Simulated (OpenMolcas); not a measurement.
Yb3+ in K2NaGaF6: curves along the breathing mode

Yb3+ with its 6 nearest fluoride ions, on the Ga site of K2NaGaF6 (a = 8.246 Å, distance in the model lattice 1.938 Å). The rest of the host is ab initio model potentials to 7.6 Å, with orthogonalisation functions on the cations behind the ligands, and point charges beyond; the distance is set by hand and nothing relaxes. Ligand basis ANO-RCC-VDZP.

```
Program             : OpenMolcas
Method              : CASSCF
Basis               : ANO-RCC-VDZP [7s6p4d2f1g]
Scalar Hamiltonian  : DKH2, point nucleus
Active space        : 13 electrons in 7 orbitals (4f)
State averaging     : 2S+1 = 2 odd, 7 roots
Spin-orbit coupling : state interaction with AMFI integrals over the reference wave functions
```

Spin-free energies (labels of O, the rotations of Oh) in cm-1 above the lowest fitted minimum, as all ligands move together:

| R (Å) | 2T1 | 2T2 | 2A2 |
| --- | --- | --- | --- |
| 1.956 | 8280 | 9310 | 9760 |
| 2.002 | 2450 | 3330 | 3720 |
| 2.048 | 120 | 870 | 1220 |
| 2.094 | 840 | 1490 | 1790 |
| 2.14 | 4310 | 4870 | 5140 |
| 2.186 | 10320 | 10820 | 11060 |
| 2.232 | 18800 | 19240 | 19450 |

Cubic fits give the following; the wavenumber is harmonic, with the mass of all moving ligands, small differences in it between states hang on the degree of the fit, a number in brackets counts states of one label, and the table is a selection of at most 14 states with clean curves.

```tsv
State	R0 (Å)	Breathing mode (cm-1)	Minimum (cm-1)
2T1	2.060	649	0
2T2	2.062	651	720
2A2	2.063	651	1050
```

For an f ion spin-orbit coupling outweighs the ligand field, so these spin-free curves are not those of observable levels.

Without dynamic correlation the ligand-field splitting of an f shell can come out too small, at times by half. No measured value stands beside these numbers.
